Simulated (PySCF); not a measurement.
How methods differ on the interval between two levels of Xe

Xe [Xe] → Xe [Kr] 4d10 5s1 5p6 6s1 [3S1, M_J = 1], as a difference of total energies. Computed with PySCF 2.14 in x2c-SVPall-2c with one added diffuse shell each of s, p type (7s9p4d, 54 functions), with the two-component X2C-1e Hamiltonian. Correlated levels: [Ar] 3d10 frozen; the 6 highest virtual spinors dropped. "Screened" scales the spin-orbit matrix elements by Boettger's factors to mimic the two-electron term; Breit and QED terms are absent.

```json
{"method": "GHF (spin-free)", "interval between two levels (cm⁻¹)": "189790"}
{"method": "GMP2 (spin-free)", "interval between two levels (cm⁻¹)": "229420"}
{"method": "GHF (screened spin-orbit)", "interval between two levels (cm⁻¹)": "189680"}
{"method": "GMP2 (screened spin-orbit)", "interval between two levels (cm⁻¹)": "161380"}
```

The promoted electron is Rydberg-like, and one or two diffuse shells describe it only roughly, which tends to raise the upper state.
